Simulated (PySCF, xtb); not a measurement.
B(H)(Me)(SeH) (CH₅BSe), SMILES CB[SeH].

Geometry: PBE0-D3(BJ)/def2-SVP. One conformer was computed; it need not be the lowest.

The numbers are results of IEF-PCM-PBE0/def2-SVP (PySCF), not measurements.

The values are the electrostatic part of the solvation free energy, E(continuum) − E(gas) at the gas-phase geometry, in a cavity of scaled van der Waals radii (PySCF's table); cavitation and dispersion terms are not included. In vacuum the orbital gap is 6.67 eV. The dipole moment in vacuum is 0.50 D.

Computed values in water (ε = 78.36), dichloromethane (ε = 8.93), chloroform (ε = 4.71):
| solvent | ε | ΔG(elec) (kcal/mol) | dipole (D) | gap (eV) |
|---|---|---|---|---|
| water | 78.36 | -1.5 | 0.68 | 6.72 |
| dichloromethane | 8.93 | -1.2 | 0.64 | 6.72 |
| chloroform | 4.71 | -1.0 | 0.62 | 6.71 |

For comparison, GFN2-xTB/ALPB(water) (xtb, at the GFN2-xTB geometry, all terms of that model) gives -1.5 kcal/mol.
